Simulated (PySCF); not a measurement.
C2H8O2Sn, SMILES [Sn]([CH3])([OH])([OH])[CH3], singlet, PBE0/def2-SVP optimised geometry.

```
13

C     -1.79    -1.60     1.83
Sn    -1.03    -0.78     0.00
C     -1.80    -1.59    -1.83
O      0.96    -0.78     0.00
O     -1.36     1.18     0.00
H     -1.13    -1.31     2.65
H     -1.86    -2.69     1.77
H     -2.79    -1.18     2.02
H     -1.11    -1.34    -2.65
H     -2.78    -1.15    -2.03
H     -1.89    -2.69    -1.76
H      1.36    -1.66     0.00
H     -0.52     1.66     0.00
```

Density from PBE0/def2-TZVP, def2 effective core potentials past Kr in PySCF at that geometry. The core electrons that the potentials of Sn replace are not part of the density.

Minimum of the electron density along straight lines between bonded atoms, close to the bond critical point (lines longer than 1.1 times the sum of covalent radii, or with two minima, are not listed):

| bond | length / Å | ρ at the minimum / e bohr⁻³ | ∇²ρ there / e bohr⁻⁵ | position (fraction from the first atom) |
|---|---|---|---|---|
| C1–Sn2 | 2.142 | 0.107 | 0.11 | 0.49 |
| Sn2–C3 | 2.142 | 0.107 | 0.11 | 0.51 |
| Sn2–O4 | 1.995 | 0.114 | 0.44 | 0.51 |
| Sn2–O5 | 1.985 | 0.118 | 0.45 | 0.51 |
| C1–H6 | 1.099 | 0.269 | -0.89 | 0.64 |
| C1–H7 | 1.099 | 0.268 | -0.88 | 0.64 |
| C1–H8 | 1.099 | 0.269 | -0.89 | 0.64 |
| C3–H9 | 1.099 | 0.269 | -0.89 | 0.64 |
| C3–H10 | 1.099 | 0.269 | -0.89 | 0.64 |
| C3–H11 | 1.099 | 0.268 | -0.88 | 0.64 |
| O4–H12 | 0.963 | 0.357 | -2.36 | 0.80 |
| O5–H13 | 0.965 | 0.355 | -2.36 | 0.80 |
